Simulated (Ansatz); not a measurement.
Reactions of CH₄IInO (`O[CH2][InH][I]`).

Gas-phase electronic energies from Ansatz, PBE0-D4/def2-TZVP geometries. CCSD(T)/CBS adds triple-zeta CCSD(T) − MP2 to the extrapolated MP2 energy (def2 sets, frozen cores). This one scheme is used for every species, atoms too. DFT in def2-TZVPP. No spin–orbit coupling; open shells (•) take unrestricted orbitals. Spin–orbit coupling would lower the free atoms: a little for C, O; strongly for I, In. Elements past krypton have def2 core potentials. For I, In, Se outer-core shells are correlated without core-valence functions, so the limit isn't a true one: a few kJ/mol of doubt a bond, and 10 to 20 or more in all where bonds break to atoms. Scalar relativity is left out up to krypton. One conformer a species, not always the lowest.

```tsv
reaction	CCSD(T)/CBS(def2) (kJ/mol)
`O[CH2][InH][I]` + HCl → `[Cl][InH][I]` + CH₃OH	-143
`O[CH2][InH][I]` + `N[SiH2]S` → `OCN[SiH2]S` + `[InH2][I]`	?
`O[CH2][InH][I]` + H–F → `[F][InH][I]` + CH₃OH	-85
`O[CH2][InH][I]` → C• + 4 H• + I• + In• + O•	2416
`O[CH2][InH][I]` + `CF` → `F[CH2][InH][I]` + CH₃OH	?
`O[CH2][InH][I]` + H–F → `F[CH2][InH][I]` + H₂O	?
`O[CH2][InH][I]` + CH₄ → `[CH3][InH][CH2]O` + HI	203
`O[CH2][InH][I]` + H₂ → `[InH2][I]` + CH₃OH	-40
`O[CH2][InH][I]` + `C[SeH]` → `C[Se]CO` + `[InH2][I]`	1
```

(1) Fill in the missing values. (An estimate is asked.)

Largest T1 diagnostic: 0.015, for In•.

Results:

(1) Computed: `O[CH2][InH][I]` + `N[SiH2]S` → `OCN[SiH2]S` + `[InH2][I]`: +12.1 kJ/mol; `O[CH2][InH][I]` + `CF` → `F[CH2][InH][I]` + CH₃OH: +10.1 kJ/mol; `O[CH2][InH][I]` + H–F → `F[CH2][InH][I]` + H₂O: +7.0 kJ/mol.
